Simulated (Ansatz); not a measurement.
Ideal-gas functions of FH2IO2Ti, SMILES `[OH][Ti]([OH])([F])[I]` at 500 K and 1 bar, from an Ansatz frequency run at PBE0-D4/def2-TZVP.

Molar mass 227.78 g/mol, point group C1 (symmetry number 1), electronic degeneracy 1, moments of inertia 153.686, 552.543, 556.366 u Å². Harmonic wavenumbers (cm⁻¹, unscaled): 116, 124, 146, 181, 205, 210, 246, 323, 335, 432, 743, 809, 827, 3916, 3938.

Use S(trans) = R[1.5 ln M + 2.5 ln T − 1.1517]; rotational temperatures θ = 24.2544 K / I; S(rot) = R[ln(√π/σ · √(T³/θAθBθC)) + 1.5]; for each mode x = 1.438777 ν̃/T, S = R[x/(eˣ − 1) − ln(1 − e⁻ˣ)] and H = RT x/(eˣ − 1); 1 cm⁻¹ = 0.0119627 kJ/mol; R = 8.31446 J/(mol·K).

Task: By hand: the entropy, in J/(mol·K).

Result: Translation 187.3. Rotation: θ = 0.1578, 0.0439, 0.0436 K, giving 128.4. Vibration, mode by mode: 17.48, 16.93, 15.59, 13.83, 12.82, 12.63, 11.36, 9.22, 8.93, 7.02, 3.42, 2.94, 2.83, 0.00, 0.00, in all 135.0. Electronic 0.0. Sum 450.7 J/(mol·K).

Task: By hand: H − E and G − E in kJ/mol, counted from the electronic energy.

Result: Zero-point energy ½ × 12551 × 0.0119627 = 75.1; thermal vibration 32.7; translation, rotation and pV give 4 RT = 16.6. H − E = 124.4 kJ/mol, and G − E = 124.4 − 500 × 450.7/1000 = -101.0 kJ/mol.

Vibration gives 30 % of the entropy, 50.0 J/(mol·K) of it from the modes under 150 cm⁻¹: soft modes count most, and the harmonic formula is weakest for them. The sum counts one conformer and one mirror image; others add a mixing term.
